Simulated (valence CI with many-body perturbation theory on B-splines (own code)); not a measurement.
# Pt73+: what each term of the Hamiltonian does

Computed by valence CI with perturbative core correlation (CI+MBPT): three valence electrons over a frozen Dirac-Fock core [He], a basis of 11 s, 11 p, 9 d, 7 f, 5 g, 2 h, 1 i functions for each j, with the one-electron correlation potential Σ1 (screened to all orders), the two-electron term Σ2, the three-electron term Σ3, Breit, model QED; selected single and double excitations, second order for the rest (own B-spline code, finite nucleus).

The last digits are not significant, and no measured levels were compared; by estimate large intervals hold to a few tenths of a per cent, small ones and those within an open d or f shell to about a per cent.

Each rung adds one term. CI alone is the Dirac-Coulomb CI over the frozen core; QED comes last and gives the full result, which names the levels. Energies are above (2s^2 2p1/2) J=1/2 on the same rung, in eV.

Levels are named by their leading jj configuration (3d3/2^4 stands for four electrons in 3d with j = 3/2), which in mixed levels can hold well under half, so a name can repeat and another be missing. Letters in brackets count levels of one name in rising energy.

```tsv
Level	CI alone	+ Σ1	+ Σ2	+ Σ3	+ Breit	Full
(2s 2p1/2^2) J=1/2	296	296	296	296	320	298
(2s^2 2p3/2) J=3/2	1887	1887	1887	1887	1862	1864
(2s 2p1/2 2p3/2) J=3/2 [a]	2097	2097	2097	2097	2095	2074
(2s 2p1/2 2p3/2) J=5/2	2152	2152	2152	2152	2136	2116
(2s 2p1/2 2p3/2) J=1/2	2218	2218	2217	2217	2215	2195
(2s 2p1/2 2p3/2) J=3/2 [b]	2227	2227	2226	2226	2217	2197
(2p1/2^2 2p3/2) J=3/2	2530	2530	2529	2529	2547	2505
(2s 2p3/2^2) J=5/2	4009	4009	4009	4009	3974	3956
(2s 2p3/2^2) J=1/2	4114	4114	4114	4114	4092	4074
(2s 2p3/2^2) J=3/2	4123	4123	4123	4123	4092	4074
(2p1/2 2p3/2^2) J=3/2	4364	4364	4363	4363	4355	4315
(2p1/2 2p3/2^2) J=5/2	4398	4398	4398	4398	4378	4337
(2p1/2 2p3/2^2) J=1/2	4445	4445	4445	4444	4440	4400
(2p3/2^3) J=3/2	6296	6296	6296	6296	6263	6225
(2s^2 3s) J=1/2	12065	12065	12065	12065	12031	12036
(2s^2 3p1/2) J=1/2	12163	12163	12163	12163	12135	12134
(2s 2p1/2 3s) J=1/2 [a]	12266	12266	12266	12266	12252	12235
(2s 2p1/2 3s) J=3/2	12302	12302	12302	12302	12282	12265
(2s 2p1/2 3s) J=1/2 [b]	12333	12333	12333	12333	12316	12299
```

(1) How does the ionisation energy move along the ladder, and which term matters most?

Results:

(1) CI alone 21315, + Σ1 21315, + Σ2 21315, + Σ3 21315, + Breit 21275, + QED 21273 eV. The largest step is Breit, -40 eV. NIST lists 21280 ± 90 eV (theoretical).
